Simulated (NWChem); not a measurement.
System: C₂H₇BO; SMILES CB(O)C

The following NWChem deck was run.

```
start job
memory heap 200 mb stack 900 mb global 1100 mb
geometry units angstroms noautosym nocenter noautoz
  B      0.074561    -0.014946    -0.002880
  C     -0.679536     1.376068    -0.011400
  H     -1.473714     1.401331     0.752697
  H     -1.193766     1.504162    -0.980203
  H     -0.031110     2.254734     0.139003
  C     -0.706195    -1.382954     0.008629
  H     -1.141078    -1.539776     1.012118
  H     -0.058963    -2.243877    -0.212954
  H     -1.557265    -1.381303    -0.691243
  O      1.433944    -0.082407    -0.000360
  H      1.847313     0.786976     0.016442
end
basis spherical
  B library aug-cc-pvdz
  C library aug-cc-pvdz
  H library aug-cc-pvdz
  O library aug-cc-pvdz
end
dft
  xc b3lyp
  iterations 150
end
property
  response 1 0.0773
end
task dft property
```

Output (shortened):

```
             Northwest Computational Chemistry Package (NWChem) 7.3.0
             --------------------------------------------------------

                             Geometry "geometry" -> ""
                             -------------------------

 Output coordinates in angstroms (scale by  1.889725989 to convert to a.u.)

  No.       Tag          Charge          X              Y              Z
 ---- ---------------- ---------- -------------- -------------- --------------
    1 B                    5.0000     0.07456100    -0.01494600    -0.00288000
    2 C                    6.0000    -0.67953600     1.37606800    -0.01140000
    3 H                    1.0000    -1.47371400     1.40133100     0.75269700
    4 H                    1.0000    -1.19376600     1.50416200    -0.98020300
    5 H                    1.0000    -0.03111000     2.25473400     0.13900300
    6 C                    6.0000    -0.70619500    -1.38295400     0.00862900
    7 H                    1.0000    -1.14107800    -1.53977600     1.01211800
    8 H                    1.0000    -0.05896300    -2.24387700    -0.21295400
    9 H                    1.0000    -1.55726500    -1.38130300    -0.69124300
   10 O                    8.0000     1.43394400    -0.08240700    -0.00036000
   11 H                    1.0000     1.84731300     0.78697600     0.01644200

 Effective nuclear repulsion energy (a.u.)     113.2114079473

                              NWChem Property Module
                              ----------------------

                                 NWChem DFT Module
                                 -----------------

 Summary of "ao basis" -> "ao basis" (spherical)
 ------------------------------------------------------------------------------
       Tag                 Description            Shells   Functions and Types
 ---------------- ------------------------------  ------  ---------------------
 B                        aug-cc-pvdz                9       23   4s3p2d
 C                        aug-cc-pvdz                9       23   4s3p2d
 H                        aug-cc-pvdz                5        9   3s2p
 O                        aug-cc-pvdz                9       23   4s3p2d

            General Information
            -------------------
          SCF calculation type: DFT
          Wavefunction type:  closed shell.
          No. of atoms     :    11
          No. of electrons :    32
           Alpha electrons :    16
            Beta electrons :    16
          Charge           :     0
          Spin multiplicity:     1
          Use of symmetry is: off; symmetry adaption is: off
          Maximum number of iterations: 150
          AO basis - number of functions:   155
                     number of shells:    71
          Convergence on energy requested:  1.00D-06
          Convergence on density requested:  1.00D-05
          Convergence on gradient requested:  5.00D-04

              XC Information
              --------------
                         B3LYP Method XC Potential
                     Hartree-Fock (Exact) Exchange  0.200
                        Slater Exchange Functional  0.800 local
                    Becke 1988 Exchange Functional  0.720 non-local
              Lee-Yang-Parr Correlation Functional  0.810
                  VWN I RPA Correlation Functional  0.190 local

             Grid Information
             ----------------
          Grid used for XC integration:  medium
          Radial quadrature: Mura-Knowles
          Angular quadrature: Lebedev.
          Tag              B.-S. Rad. Rad. Pts. Rad. Cut. Ang. Pts.
          ---              ---------- --------- --------- ---------
          B                   0.85       49          13.0       434
          C                   0.70       49          15.0       434
          H                   0.35       45          16.0       434
          O                   0.60       49          13.0       434
          Grid pruning is: on
          Number of quadrature shells:   511
          Spatial weights used:  Erf1

      Superposition of Atomic Density Guess
      -------------------------------------

 Sum of atomic energies:        -178.12933373

      Non-variational initial energy
      ------------------------------

 Total energy =    -180.387875
 1-e energy   =    -463.191165
 2-e energy   =     169.591883
 HOMO         =      -0.369518
 LUMO         =       0.008635

   convergence    iter        energy       DeltaE   RMS-Dens  Diis-err
 ---------------- ----- ----------------- --------- --------- ---------
 d= 0,ls=0.0,diis     1   -180.5302324081 -2.94D+02  1.61D-02  6.02D-01
 d= 0,ls=0.0,diis     2   -180.5224990336  7.73D-03  3.35D-03  8.06D-01
 d= 0,ls=0.0,diis     3   -180.5938036145 -7.13D-02  9.59D-04  6.72D-02
 d= 0,ls=0.0,diis     4   -180.5994750942 -5.67D-03  3.04D-04  4.13D-03
 d= 0,ls=0.0,diis     5   -180.5999741174 -4.99D-04  6.14D-05  1.60D-04
  Resetting Diis
 d= 0,ls=0.0,diis     6   -180.5999950923 -2.10D-05  1.03D-05  1.86D-06
 d= 0,ls=0.0,diis     7   -180.5999953154 -2.23D-07  3.68D-06  1.25D-07

         Total DFT energy =     -180.599995315376
      One electron energy =     -467.887400317827
           Coulomb energy =      200.240012362027
    Exchange-Corr. energy =      -26.164015306905
 Nuclear repulsion energy =      113.211407947330

 Numeric. integr. density =       31.999998306630

                       DFT Final Molecular Orbital Analysis
                       ------------------------------------

 Vector   14  Occ=2.000000D+00  E=-3.580709D-01
              MO Center= -1.2D-01,  1.9D-01,  2.0D-02, r^2= 3.3D+00
   Bfn.  Coefficient  Atom+Function         Bfn.  Coefficient  Atom+Function
  ----- ------------  ---------------      ----- ------------  ---------------
    66      0.361996   5 H  s                48     -0.286555   3 H  s
   128      0.287044  10 O  px                5     -0.280995   1 B  px
    28      0.277703   2 C  px               79      0.214034   6 C  py
     3      0.207388   1 B  s                65      0.190328   5 H  s
   129     -0.185238  10 O  py                4      0.176790   1 B  s

 Vector   15  Occ=2.000000D+00  E=-3.529364D-01
              MO Center=  8.7D-01, -1.4D-01,  2.7D-02, r^2= 2.2D+00
   Bfn.  Coefficient  Atom+Function         Bfn.  Coefficient  Atom+Function
  ----- ------------  ---------------      ----- ------------  ---------------
   130      0.550739  10 O  pz              133      0.355931  10 O  pz
   116      0.181573   9 H  s                80     -0.161534   6 C  pz
    48     -0.160147   3 H  s                97     -0.154710   7 H  s
     9      0.124219   1 B  py                7      0.122860   1 B  pz
    30     -0.113143   2 C  pz               98     -0.110389   7 H  s

 Vector   16  Occ=2.000000D+00  E=-3.016155D-01
              MO Center= -1.1D-01,  2.0D-03, -3.5D-03, r^2= 2.9D+00
   Bfn.  Coefficient  Atom+Function         Bfn.  Coefficient  Atom+Function
  ----- ------------  ---------------      ----- ------------  ---------------
     6      0.378736   1 B  py               29     -0.296057   2 C  py
    79     -0.291688   6 C  py              129     -0.232323  10 O  py
     9      0.217360   1 B  py              107      0.174296   8 H  s
    28      0.162963   2 C  px               26      0.159611   2 C  s
    66     -0.153180   5 H  s               147     -0.139044  11 H  s

 Vector   17  Occ=0.000000D+00  E=-1.900113D-02
              MO Center=  4.9D-01,  1.1D+00,  1.9D-02, r^2= 1.4D+01
   Bfn.  Coefficient  Atom+Function         Bfn.  Coefficient  Atom+Function
  ----- ------------  ---------------      ----- ------------  ---------------
     4      2.772464   1 B  s                99     -1.117528   7 H  s
   117     -1.021316   9 H  s                11     -0.979820   1 B  px
    49     -0.774199   3 H  s                58     -0.753225   4 H  s
    12     -0.502621   1 B  py               35      0.405805   2 C  py
    84     -0.401508   6 C  px               85     -0.333099   6 C  py

 Vector   18  Occ=0.000000D+00  E= 7.100994D-03
              MO Center= -4.2D-01,  6.3D-04, -1.5D-03, r^2= 1.9D+01
   Bfn.  Coefficient  Atom+Function         Bfn.  Coefficient  Atom+Function
  ----- ------------  ---------------      ----- ------------  ---------------
    77      1.224804   6 C  s                67      0.936492   5 H  s
    49     -0.899137   3 H  s                58     -0.806423   4 H  s
   117     -0.639824   9 H  s                34     -0.621708   2 C  px
    12      0.617683   1 B  py              149      0.452750  11 H  s
    11      0.422171   1 B  px               76      0.394815   6 C  s

 Vector   19  Occ=0.000000D+00  E= 1.200035D-02
              MO Center= -5.6D-01,  4.3D-02, -2.0D-02, r^2= 6.1D+00
   Bfn.  Coefficient  Atom+Function         Bfn.  Coefficient  Atom+Function
  ----- ------------  ---------------      ----- ------------  ---------------
    58      1.375034   4 H  s                99     -1.327000   7 H  s
    49     -1.004351   3 H  s               117      0.856033   9 H  s
    10      0.531625   1 B  pz                7      0.502780   1 B  pz
    57      0.486060   4 H  s                36      0.411505   2 C  pz
    86      0.407720   6 C  pz               98     -0.406910   7 H  s

     Multipole analysis of the density
     ---------------------------------

     L   x y z        total         alpha         beta         nuclear
     -   - - -        -----         -----         ----         -------
     0   0 0 0     -0.000000    -16.000000    -16.000000     32.000000

     1   1 0 0     -0.063602      0.042477      0.042477     -0.148555
     1   0 1 0      0.536425      0.261650      0.261650      0.013124
     1   0 0 1      0.013424      0.004866      0.004866      0.003693

     2   2 0 0    -19.663978    -68.721155    -68.721155    117.778331
     2   1 1 0      2.151151     -0.462856     -0.462856      3.076862
     2   1 0 1      0.031653     -0.030125     -0.030125      0.091904
     2   0 2 0    -19.893923    -85.181206    -85.181206    150.468489
     2   0 1 1     -0.038883      0.666739      0.666739     -1.372361
     2   0 0 2    -19.377554    -15.216358    -15.216358     11.055162

 *** CALLING NEW AORESP DRIVER FOR CLOSED AND OPEN SHELLS ***
 Entering AOResponse driver routine

--------------------------------------------------------------------------------

          -----------------------------------------------
          Solving response equations for perturbing field
          -----------------------------------------------

 number of frequencies:     1
 frequency in a.u.:  0.7730000E-01
 Perturbing field: electric
 Using El. Dipole Length Gauge

 Setting up CPKS with frequency omega =      0.07730000 a.u.

                            NWChem Dynamic CPHF Module
                            --------------------------

    scftype = RHF
    nclosed =   16
      nopen =    0
  variables =     4448
  num. vecs =        3
  tolerance =   1.0D-04
  max. iter =   50

 SCF residual:    5.7128050806715060E-004

Iterative solution of linear equations
  No. of variables     4448
  No. of equations        3
  Maximum subspace       30
       Convergence  1.0D-04

   iter   nsub   residual    time
   ----  ------  --------  ---------
     1      3    2.47D+00      47.1
     2      6    1.57D+00      62.6
     3      9    3.57D-01      77.9
     4     12    3.50D-02      93.1
     5     15    9.23D-03     108.3
     6     18    1.33D-03     123.4
     7     21    3.93D-04     138.7
     8     24    3.35D-05     153.9

 Electric Dipole Response Matrix (nonzero elements):

              1        2        3
    1   50.0921   1.1775  -0.0137
    2    1.1775  52.5555  -0.2676
    3   -0.0137  -0.2676  39.6701

 ------------------------------------------
 average:        47.43925 + I       0.00000

 DFT Linear Response polarizability / au
 Frequency  =       0.0773000 / au
 Wavelength =     589.4353558 / nm
              X              Y              Z
 -----------------------------------------------
 X      50.0921383      1.1774944     -0.0137110
 Y       1.1774822     52.5555271     -0.2675952
 Z      -0.0136950     -0.2676055     39.6700831
 -----------------------------------------------
 Eigenvalues =      49.6206052     53.0326262     39.6645172
 Isotropic   =      47.4392495
 Anisotropic =      12.0306258
 -----------------------------------------------

 Magnetic Dipole Response Matrix (nonzero elements):
```

Level: B3LYP/aug-cc-pVDZ. Structure relaxed at the PBE0/def2-SVP level. B3LYP is NWChem's, with the RPA form of VWN correlation.
